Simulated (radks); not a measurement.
Spherical quantum dot in the effective-mass picture: electrons in a parabolic well V = omega^2 r^2 / 2 with omega = 0.338, with a point charge +1 (a donor) at the centre, all in effective atomic units (hartree* = m*/eps^2 hartree, bohr* = eps/m* bohr), one dielectric constant everywhere. Method: non-relativistic Kohn-Sham, PBEsol, spin-polarised, spherical densities; computed with a radial shooting solver with Libxc functionals. Levels are named by radial order and angular momentum (1s, 1p, 1d, 2s, ...), and open shells are averaged over m.

N = 27, configuration 1s2 1p6 1d10 2s2 1f(up 7, down 0). This is the lowest configuration that the search found. Occupied and some empty levels:

| level | occupation | eigenvalue (hartree*) | <r> (bohr*) |
|---|---|---|---|
| 1s up | 1 | 5.9513 | 2.387 |
| 1s down | 1 | 5.9536 | 2.235 |
| 1p up | 3 | 6.1254 | 4.350 |
| 1p down | 3 | 6.1515 | 4.202 |
| 2s up | 1 | 6.1704 | 4.039 |
| 2s down | 1 | 6.1980 | 4.077 |
| 1d up | 5 | 6.2460 | 4.899 |
| 1d down | 5 | 6.2806 | 4.820 |
| 1f up | 7 | 6.3829 | 5.275 |
| 1f down | 0 | 6.4219 | 5.237 |
| 2p up | 0 | 6.4390 | 4.298 |
| 2p down | 0 | 6.4595 | 4.347 |
| 1g up | 0 | 6.5368 | 5.579 |
| 1g down | 0 | 6.5781 | 5.566 |
| 2d up | 0 | 6.6310 | 4.814 |
| 2d down | 0 | 6.6536 | 4.824 |

Energy (hartree*): total 99.5683, kinetic 7.1983, external 28.306, Hartree 70.923, exchange-correlation -6.8593.
